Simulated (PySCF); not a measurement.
## Pd⁺ (palladium, charge +1) across methods

[Kr] 4d8 5s1, high-spin 4F determinant (an excited configuration). Computed with PySCF 2.14 in aug-cc-pVTZ-PP with one added diffuse shell each of s, p, d, f, g type with ECP28MDF (7s7p6d4f3g, 113 functions), with scalar relativity through the core potential.

| method | E (hartree) | mean ε 4d α (eV) | mean ε 4d β (eV) | mean ε 5s α (eV) | Σ⟨r²⟩ (bohr²) | ⟨S²⟩ |
| --- | --- | --- | --- | --- | --- | --- |
| PBE | -127.0314 | -18.561 | -17.076 | -13.108 | 37.20 | 3.751 |
| PBE0 | -127.0206 | -20.562 | -18.962 | -13.793 | 37.07 | 3.751 |
| B3LYP | -127.0715 | -20.143 | -18.701 | -13.727 | 37.17 | 3.751 |
| LDA | -126.7634 | -18.729 | -17.166 | -13.424 | 37.26 | 3.750 |
| UHF | -126.29568 | -25.746 | -23.733 | -15.238 | 37.36 | 3.754 |
| r2SCAN | -127.0699 | -18.981 | -17.333 | -13.363 | 36.89 | 3.752 |
| TPSSh | -126.9844 | -19.335 | -17.873 | -13.271 | 37.09 | 3.751 |

**Question.** Estimate the same row for revPBE.

**Answer.** E (hartree) = -127.0834; mean ε 4d α (eV) = -18.506; mean ε 4d β (eV) = -17.034; mean ε 5s α (eV) = -13.015; Σ⟨r²⟩ (bohr²) = 37.17; ⟨S²⟩ = 3.751.

Energies and moments cover only the electrons outside the core potential.
